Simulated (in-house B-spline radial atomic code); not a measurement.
Lu⁺. Computed with a B-spline radial atomic code. Model: non-relativistic spherical atom: semilocal Troullier-Martins pseudo-atom, one channel per l, against all electrons, high spin, G0W0 and RPA with empty states to l = 8, local potential for every l without a channel, a model core (radius 0 = none) keeps its share of the functional.

Without relativity these are model numbers for so heavy an element.

What the tables leave out is listed at the end.

The pseudopotential gives back the lowest level of each angular momentum of its own functional in the configuration it was made in; a second state of the same l is only approximately right. Exact exchange, RPA and GW see the smooth pseudo-orbitals and miss the exchange with the core, for which the functional's share stands in. The column with an uncorrelated core keeps all orbitals and exact exchange, and so separates missing core correlation from pseudisation. Only the three outermost levels and the lowest empty one were computed. RPA here is direct RPA, with no exchange kernel, and its energies carry an (l + 1/2)⁻⁴ tail. A hybrid on a potential with a model core restores only its own semilocal share of the core's exchange.

Command:
```bash
python run_psgw.py task.json out
```
Settings (lengths in bohr, energies in hartree):
```
Z                      71
electrons              70
configuration          [Xe] 4f14 6s2
generated_in           [Xe] 4f14 5d1 6s2
functional             pbe,pbe
core_shells            10
radius_factor          1
core_correction        False
ion_configuration      [Xe] 4f14 6s1
```

Time taken, with all properties: 84 s on 1 thread of Arm Neoverse N1, with other jobs on the host.

Given: made with PBE; model core radius 0 bohr; local radius 1.558 bohr; mean-field start PBE0.

Valence shells of the generating configuration: 5p, 4f, 6s, 5d.

Channel: s 3.349, p 1.242, d 1.788, f 1.574 (radii in bohr).

Computed: largest level miss in the spin-unpolarised generating configuration 0 eV; valence RPA correlation energy all-electron orbitals -1.6247 hartree; valence RPA correlation energy pseudo -2.3815 hartree; all-electron RPA polarisability, core included 51.06 bohr³; pseudo-atom RPA polarisability 48.043 bohr³; ionisation by RPA all-electron 13.364 eV; ionisation by RPA pseudo minus all 0.353 eV.

```tsv
level	occupied	mean-field all-electron (eV)	mean-field pseudo minus all (eV)	G0W0 all-electron (eV)	G0W0 uncorrelated core minus all (eV)	G0W0 pseudo minus all (eV)	exchange self-energy all-electron (eV)	exchange self-energy pseudo (eV)
6s	1	-10.931	-0.145	-13.359	-0.004	-0.411	-8.9053	-8.9519
```

**Question.** What is the ionisation by mean-field pseudo minus all?

**Answer.** 0.17 eV.

**Question.** What is the ionisation by mean-field all-electron?

**Answer.** 12.95 eV.

Given: mean-field start Hartree-Fock.

Computed: all-electron RPA polarisability, core included 42.601 bohr³; pseudo-atom RPA polarisability 32.492 bohr³; ionisation by mean-field all-electron 11.793 eV; ionisation by mean-field pseudo minus all 0.883 eV; ionisation by RPA all-electron 12.967 eV; ionisation by RPA pseudo minus all 0.361 eV.

```
     level  occupied  mean-field all-electron (eV)  mean-field pseudo minus all (eV)  G0W0 all-electron (eV)  G0W0 uncorrelated core minus all (eV)  G0W0 pseudo minus all (eV)  exchange self-energy all-electron (eV)  exchange self-energy pseudo (eV)
        6s         1                       -11.939                            -0.945                 -13.163                                  0.001                      -0.395                                 -8.4052                           -9.6678
        4f         1                       -38.811                             9.689                  -34.79                                 -0.377                       6.009                                 -81.631                           -41.718
        5p         ?                             ?                                 ?                       ?                                      ?                           ?                                       ?                                 ?
5d (empty)         0                       -4.8452                            -0.194                 -6.6177                                  0.063                       0.267                                 -6.3478                           -6.2856
```

**Question.** What belongs in the row 5p?

**Answer.** occupied: 1; mean-field all-electron (eV): -46.463; mean-field pseudo minus all (eV): 1.425; G0W0 all-electron (eV): -46.486; G0W0 uncorrelated core minus all (eV): -0.848; G0W0 pseudo minus all (eV): 0.033; exchange self-energy all-electron (eV): -32.941; exchange self-energy pseudo (eV): -26.652.

**Question.** What is the valence RPA correlation energy all-electron orbitals?

**Answer.** -1.4147 hartree.

**Question.** What is the valence RPA correlation energy pseudo?

**Answer.** -2.2011 hartree.

Among the listed levels the largest G0W0 shift of the pseudo-atom is +6.01 eV, for 4f on the Hartree-Fock start, while leaving the core uncorrelated moves that level by -0.38 eV. So pseudisation and the lost core exchange, not the missing core correlation, make the error. Not in the tables (levels of low weight, unsolved or above zero; the highest and the empty levels are kept at any weight): the PBE start was refused, since an empty level lay at or below an occupied one; on PBE0 the G0W0 levels 4f (pseudo minus all +7.05 eV, weights 0.84 and 0.71), 5p (pseudo minus all +0.57 eV, weights 0.30 and 0.76), 5d (pseudo minus all -0.10 eV, weights 0.40 and 0.39).
